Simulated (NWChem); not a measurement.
System: VNHCl2F; SMILES [NH]=[V]([F])([Cl])[Cl]

```xyz
6

V      0.3120    -0.0447     0.0000
N      0.9578    -1.5157     0.0000
H      1.3734    -2.4572     0.0000
F      1.5940     1.1082     0.0000
Cl    -0.8927     0.1252    -1.7869
Cl    -0.8927     0.1252     1.7869
```
Atoms are numbered in this order, from 1.

Results from NWChem. Pople sets run with spherical d functions. Coordinates come from a PBE-D3(BJ)/def2-SVP optimisation. Vzz is the largest principal value of the second derivative of the potential at the nucleus (NWChem prints the opposite sign); η is the asymmetry. Non-relativistic.

Problem. Estimate the computed values for B3LYP/6-31G*. Quantities: Vzz V1 (a.u.); η V1; Vzz N2 (a.u.); η N2; Vzz Cl6 (a.u.); η Cl6.

Solution. 
```yaml
Vzz V1 (a.u.): -0.850
"η V1": 0.20
Vzz N2 (a.u.): -0.141
"η N2": 0.09
Vzz Cl6 (a.u.): 1.094
"η Cl6": 0.75
```
